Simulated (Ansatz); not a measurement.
Input file for `FC(Cl)(Cl)Br`:

```yaml
crystal:
  periodic: [false, false, false]
  atoms:
    - {symbol: F, position_ang: [-0.145404, 0.065958, 1.392106]}
    - {symbol: C, position_ang: [-0.007155, -0.045431, 0.072060]}
    - {symbol: Cl, position_ang: [1.255584, -1.218650, -0.263898]}
    - {symbol: Cl, position_ang: [-1.537262, -0.570760, -0.611047]}
    - {symbol: Br, position_ang: [0.484038, 1.695184, -0.630621]}
basis:
  gaussian: {orbitals: def2-SVP}
correlation: {method: ccsd_t}
```

```sh
$ ansatz run in.yaml --threads 4 --pin off --events-out ev --progress --plain
```

Log, shortened:

```
Functional definition: HF
907 factors; integrals over basis functions are off by at most 1.4e-3 eV
mean field evaluation 1: about -98717.0919 eV, gradient 4.1e1 eV
mean field evaluation 2: about -98717.4835 eV, gradient 4.2e1 eV
mean field evaluation 4: about -98721.7367 eV, gradient 2.7e0 eV
mean field evaluation 8: about -98721.7990 eV, gradient 2.5e-1 eV
mean field -98721.79921721 eV, -3627.9592051936 hartree, gradient 4.2e-6 eV, S^2 0.000000; 0 other end points of the search recorded, 0 dependent functions left out
21 core orbitals not correlated: weight in the atoms' cores, before any rotation towards them, 1.000 or more for the frozen orbitals, at most 0.000 for the correlated occupied ones
reference -98721.79921721 eV, -3627.9592051936 hartree; 21, 21 occupied and 54, 54 virtual orbitals, 907 factors
second order -22.40300089 eV of doubles, -0.00000000 eV of singles
cycle   1  -22.48508899 eV  change   -8.2e-2 eV  update   1.0e-1
cycle   2  -22.96553375 eV  change   -4.8e-1 eV  update   2.9e-2
cycle   3  -23.06992088 eV  change   -1.0e-1 eV  update   1.3e-2
cycle   4  -23.06214695 eV  change    7.8e-3 eV  update   2.9e-3
cycle   5  -23.06243488 eV  change   -2.9e-4 eV  update   1.4e-3
cycle   6  -23.06254659 eV  change   -1.1e-4 eV  update   4.1e-4
cycle   7  -23.06216668 eV  change    3.8e-4 eV  update   1.7e-4
cycle   8  -23.06212298 eV  change    4.4e-5 eV  update   4.5e-5
perturbative correction -0.59474997 eV, -0.0218566582 hartree
Total energy: -98745.45609016 eV, -3628.8285792392 hartree
```

It took 1.4 s on 4 threads of a server CPU on a shared host, with 0.35 GiB of host memory at the peak.

The correlation energy is -23.657 eV, 2.5 % of it from (T); the T1 diagnostic reads 0.0091.
